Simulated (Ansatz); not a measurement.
# Nudged elastic band run: BFH₃NSi

Input file:

```yaml
crystal:
  periodic: [false, false, false]
  atoms:
    - { symbol: F, position_ang: [-0.880476, -2.146326, 0.807822] }
    - { symbol: B, position_ang: [-0.42624, -0.98109, 0.374949] }
    - { symbol: "N", position_ang: [0.748345, -0.505421, -0.173] }
    - { symbol: Si, position_ang: [-0.362752, 0.903436, -0.071914] }
    - { symbol: H, position_ang: [1.670734, -0.836045, -0.446161] }
    - { symbol: H, position_ang: [-0.762029, 1.499216, -1.380104] }
    - { symbol: H, position_ang: [0.073818, 1.998231, 0.842709] }
basis:
  gaussian: { orbitals: def2-SVP }
hamiltonian:
  xc: b3lyp
neb:
  order_check: false
  images: 9
  f_tol: 0.03
  max_iterations: 59
  final_atoms:
    - { symbol: F, position_ang: [-0.49960429, -2.33421381, 0.7051076] }
    - { symbol: B, position_ang: [0.3787403, -1.46540618, 0.18099877] }
    - { symbol: "N", position_ang: [0.04362006, -0.129671, 0.01017889] }
    - { symbol: Si, position_ang: [-0.32250743, 1.39686881, -0.1967218] }
    - { symbol: H, position_ang: [1.46570611, -1.89801153, -0.13251614] }
    - { symbol: H, position_ang: [-0.92987453, 1.92429416, -1.44302016] }
    - { symbol: H, position_ang: [-0.07468021, 2.43814055, 0.83027385] }
  initial_path:
    images:
      - { positions_ang: [[-0.880476, -2.146326, 0.807822], [-0.42624, -0.98109, 0.374949], [0.748345, -0.505421, -0.173], [-0.362752, 0.903436, -0.071914], [1.670734, -0.836045, -0.446161], [-0.762029, 1.499216, -1.380104], [0.073818, 1.998231, 0.842709]] }
      - { positions_ang: [[-0.86257923, -2.16227704, 0.77462327], [-0.37803661, -0.97957629, 0.34420812], [0.75276139, -0.45521968, -0.28300567], [-0.33120622, 0.92391526, -0.09292248], [1.58524754, -0.85580953, -0.26355246], [-0.85031361, 1.48109968, -1.3517219], [0.14552674, 1.9798686, 0.82667212]] }
      - { positions_ang: [[-0.84468245, -2.17822809, 0.74142453], [-0.32983322, -0.97806258, 0.31346723], [0.75717779, -0.40501837, -0.39301133], [-0.29966044, 0.94439453, -0.11393095], [1.49976108, -0.87557406, -0.08094391], [-0.93859823, 1.46298337, -1.3233398], [0.21723547, 1.9615062, 0.81063524]] }
      - { positions_ang: [[-0.82678568, -2.19417913, 0.7082258], [-0.28162984, -0.97654887, 0.28272635], [0.76159418, -0.35481705, -0.503017], [-0.26811466, 0.96487379, -0.13493943], [1.41427462, -0.89533859, 0.10166463], [-1.02688284, 1.44486705, -1.2949577], [0.28894421, 1.94314379, 0.79459836]] }
      - { positions_ang: [[-0.80888891, -2.21013018, 0.67502706], [-0.23342645, -0.97503516, 0.25198546], [0.76601058, -0.30461574, -0.61302266], [-0.23656887, 0.98535306, -0.15594791], [1.32878816, -0.91510311, 0.28427317], [-1.11516745, 1.42675074, -1.2665756], [0.36065294, 1.92478139, 0.77856147]] }
      - { positions_ang: [[-0.79099214, -2.22608122, 0.64182833], [-0.18522306, -0.97352145, 0.22124458], [0.77042697, -0.25441442, -0.72302833], [-0.20502309, 1.00583232, -0.17695639], [1.2433017, -0.93486764, 0.46688172], [-1.20345206, 1.40863442, -1.2381935], [0.43236168, 1.90641899, 0.76252459]] }
      - { positions_ang: [[-0.73271457, -2.24770774, 0.65448418], [-0.07243039, -1.07189839, 0.21319541], [0.62506559, -0.22946574, -0.57638689], [-0.22851996, 1.08403962, -0.18090947], [1.28778258, -1.12749642, 0.34700214], [-1.14873656, 1.51176637, -1.27915883], [0.3309533, 2.0127633, 0.77607444]] }
      - { positions_ang: [[-0.674437, -2.26933426, 0.66714004], [0.04036228, -1.17027534, 0.20514625], [0.47970421, -0.20451705, -0.42974544], [-0.25201683, 1.16224692, -0.18486255], [1.33226346, -1.3201252, 0.22712257], [-1.09402105, 1.61489832, -1.32012416], [0.22954492, 2.11910761, 0.78962429]] }
      - { positions_ang: [[-0.61615943, -2.29096078, 0.67979589], [0.15315495, -1.26865229, 0.19709709], [0.33434282, -0.17956837, -0.283104], [-0.2755137, 1.24045421, -0.18881563], [1.37674434, -1.51275398, 0.107243], [-1.03930554, 1.71803027, -1.3610895], [0.12813654, 2.22545193, 0.80317414]] }
      - { positions_ang: [[-0.55788186, -2.31258729, 0.69245174], [0.26594763, -1.36702923, 0.18904793], [0.18898144, -0.15461969, -0.13646256], [-0.29901056, 1.31866151, -0.19276872], [1.42122523, -1.70538275, -0.01263657], [-0.98459004, 1.82116222, -1.40205483], [0.02672816, 2.33179624, 0.81672399]] }
      - { positions_ang: [[-0.49960429, -2.33421381, 0.7051076], [0.3787403, -1.46540618, 0.18099877], [0.04362006, -0.129671, 0.01017889], [-0.32250743, 1.39686881, -0.1967218], [1.46570611, -1.89801153, -0.13251614], [-0.92987453, 1.92429416, -1.44302016], [-0.07468021, 2.43814055, 0.83027385]] }
```

Launched with:

```bash
$ ansatz run input.yaml --threads 1 --pin off --max-ram 2048MiB --backend cpu --events-out ev --progress --plain --runs-dir out
```

Output, in part (warnings, iteration lines, the closing report on the highest movable image, with atoms numbered from 0):

```
NEB end point (image 0): max|allowed force component| = 1.060e-2 eV/Å (the criterion of neb.relax_end_points is 1.000e-2)
NEB end point (image 10): max|allowed force component| = 7.184e-3 eV/Å (the criterion of neb.relax_end_points is 1.000e-2)
NEB iter   1: max|band force component| = 1.111e1 eV/Å  barrier→ = 5.6826 eV  barrier← = 5.7431 eV  Δτ_max = 0.2000 Å  (295 SCF iters)
NEB iter   2: max|band force component| = 4.038e0 eV/Å  barrier→ = 4.4237 eV  barrier← = 4.4841 eV  Δτ_max = 0.2000 Å  (291 SCF iters)
NEB iter   3: max|band force component| = 1.820e0 eV/Å  barrier→ = 4.0000 eV  barrier← = 4.0605 eV  Δτ_max = 0.2000 Å  (290 SCF iters)
NEB iter   4: max|band force component| = 3.844e0 eV/Å  barrier→ = 3.5755 eV  barrier← = 3.6360 eV  Δτ_max = 0.1001 Å  (290 SCF iters)
NEB iter   5: max|band force component| = 3.036e0 eV/Å  barrier→ = 3.9178 eV  barrier← = 3.9783 eV  Δτ_max = 0.1006 Å  (277 SCF iters)
NEB iter   6: max|band force component| = 1.383e0 eV/Å  barrier→ = 3.8213 eV  barrier← = 3.8818 eV  Δτ_max = 0.2000 Å  (273 SCF iters)
NEB iter   7: max|band force component| = 2.076e0 eV/Å  barrier→ = 3.6051 eV  barrier← = 3.6655 eV  Δτ_max = 0.0992 Å  (286 SCF iters)
NEB iter   8: max|band force component| = 1.212e0 eV/Å  barrier→ = 3.7297 eV  barrier← = 3.7902 eV  Δτ_max = 0.1019 Å  (276 SCF iters)
NEB iter   9: max|band force component| = 1.591e0 eV/Å  barrier→ = 3.5821 eV  barrier← = 3.6426 eV  Δτ_max = 0.0499 Å  (273 SCF iters)
NEB iter  10: max|band force component| = 6.055e-1 eV/Å  barrier→ = 3.4830 eV  barrier← = 3.5434 eV  Δτ_max = 0.1000 Å  (268 SCF iters)
NEB iter  11: max|band force component| = 9.372e-1 eV/Å  barrier→ = 3.3534 eV  barrier← = 3.4139 eV  Δτ_max = 0.0504 Å  (271 SCF iters)
NEB iter  12: max|band force component| = 6.814e-1 eV/Å  barrier→ = 3.3106 eV  barrier← = 3.3711 eV  CI = image 4  Δτ_max = 0.1006 Å  (269 SCF iters)
NEB iter  13: max|band force component| = 5.173e-1 eV/Å  barrier→ = 3.2562 eV  barrier← = 3.3167 eV  CI = image 4  Δτ_max = 0.1006 Å  (271 SCF iters)
NEB iter  14: max|band force component| = 7.513e-1 eV/Å  barrier→ = 3.2452 eV  barrier← = 3.3057 eV  CI = image 4  Δτ_max = 0.0503 Å  (270 SCF iters)
NEB iter  15: max|band force component| = 3.570e-1 eV/Å  barrier→ = 3.2527 eV  barrier← = 3.3132 eV  CI = image 4  Δτ_max = 0.0473 Å  (271 SCF iters)
NEB iter  16: max|band force component| = 2.860e-1 eV/Å  barrier→ = 3.2505 eV  barrier← = 3.3110 eV  CI = image 4  Δτ_max = 0.0071 Å  (255 SCF iters)
NEB iter  17: max|band force component| = 5.954e-2 eV/Å  barrier→ = 3.2498 eV  barrier← = 3.3102 eV  CI = image 4  Δτ_max = 0.0119 Å  (226 SCF iters)
NEB iter  18: max|band force component| = 3.233e-2 eV/Å  barrier→ = 3.2496 eV  barrier← = 3.3101 eV  CI = image 4  Δτ_max = 0.0962 Å  (219 SCF iters)
NEB iter  19: max|band force component| = 1.112e0 eV/Å  barrier→ = 3.2496 eV  barrier← = 3.3101 eV  CI = image 4  Δτ_max = 0.0503 Å  (228 SCF iters)
NEB iter  20: max|band force component| = 3.852e-1 eV/Å  barrier→ = 3.2496 eV  barrier← = 3.3101 eV  CI = image 4  Δτ_max = 0.0988 Å  (216 SCF iters)
NEB iter  21: max|band force component| = 8.819e-1 eV/Å  barrier→ = 3.2496 eV  barrier← = 3.3101 eV  CI = image 4  Δτ_max = 0.0506 Å  (212 SCF iters)
NEB iter  22: max|band force component| = 1.819e-1 eV/Å  barrier→ = 3.2496 eV  barrier← = 3.3101 eV  CI = image 4  Δτ_max = 0.0227 Å  (201 SCF iters)
NEB iter  23: max|band force component| = 6.535e-2 eV/Å  barrier→ = 3.2496 eV  barrier← = 3.3101 eV  CI = image 4  Δτ_max = 0.0126 Å  (211 SCF iters)
NEB iter  24: max|band force component| = 3.592e-2 eV/Å  barrier→ = 3.2496 eV  barrier← = 3.3101 eV  CI = image 4  Δτ_max = 0.0066 Å  (192 SCF iters)
NEB iter  25: max|band force component| = 2.048e-2 eV/Å  barrier→ = 3.2496 eV  barrier← = 3.3101 eV  CI = image 4  Δτ_max = 0.0000 Å  (416 SCF iters)
Total energy: -12802.21262411 eV, -470.4726362846 hartree
Atom 0 at    -0.601661    -2.271039     0.575880 Å, force    -0.000003    -0.000013    -0.000004 eV/Å
Atom 1 at    -0.142319    -1.086267     0.188044 Å, force     0.000010     0.000031     0.000015 eV/Å
Atom 2 at     0.626597    -0.595891    -0.865057 Å, force     0.000009    -0.000011    -0.000003 eV/Å
Atom 3 at    -0.205954     0.876954    -0.155603 Å, force    -0.000004     0.000000     0.000005 eV/Å
Atom 4 at     0.884589    -0.442031     0.713496 Å, force    -0.000012    -0.000005    -0.000013 eV/Å
Atom 5 at    -1.125494     1.591354    -1.083933 Å, force     0.000000    -0.000001    -0.000001 eV/Å
Atom 6 at     0.625644     1.858921     0.581473 Å, force     0.000000    -0.000001     0.000001 eV/Å
Dipole moment:    -0.025709     0.444006     0.177116 e Å
```

The forces met the threshold. Neighbouring images differ by up to 1.8 eV, so the band resolves the path poorly. A vibrational analysis at the climbing image gives one clearly imaginary mode, 1295i cm⁻¹: a first-order saddle point. The orbitals stay closed-shell, which can raise the energy where a bond breaks towards radicals; this wasn't checked here.

Final band (atoms are numbered from 1 in the order of the input):

| image | path coordinate (Å) | energy (eV) | B2–Si4 (Å) | N3–H5 (Å) | B2–H5 (Å) |
| --- | --- | --- | --- | --- | --- |
| 0 | 0.00 | 0.00 | 1.94 | 1.02 | 2.26 |
| 1 | 0.52 | 0.22 | 1.95 | 1.01 | 2.19 |
| 2 | 1.04 | 0.85 | 1.95 | 1.02 | 1.96 |
| 3 | 1.56 | 1.79 | 1.97 | 1.11 | 1.58 |
| 4 | 2.08 | 3.25 | 1.99 | 1.61 | 1.32 |
| 5 | 2.70 | 1.48 | 2.18 | 2.09 | 1.22 |
| 6 | 3.32 | 0.61 | 2.44 | 2.30 | 1.22 |
| 7 | 3.93 | 0.33 | 2.64 | 2.33 | 1.21 |
| 8 | 4.55 | 0.16 | 2.79 | 2.30 | 1.21 |
| 9 | 5.17 | 0.01 | 2.91 | 2.28 | 1.21 |
| 10 | 5.79 | -0.06 | 2.97 | 2.27 | 1.21 |

Run time: 24 min on 1 CPU thread of a shared host.
